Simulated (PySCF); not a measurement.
## Electron correlation in Ti⁺ (titanium, charge +1)

[Ar] 3d2 4s1, high-spin 4F determinant. All numbers are calculated (PySCF 2.14, scalar relativity by spin-free X2C-1e, in jorge-DZP-DKH). Frozen: [Ar]; 3 electrons correlated.

MP2 pair energies summed by pair of shells (mhartree):

```
 pair  energy  share (%)
3d-4s   -4.16       59.6
3d-3d   -2.82       40.4
```

Total MP2 correlation energy: -6.98 mhartree.

Same-spin part -6.98 and opposite-spin part 0.00 mhartree; SCS-MP2 scales them by 1/3 and 6/5 to -2.33 mhartree.
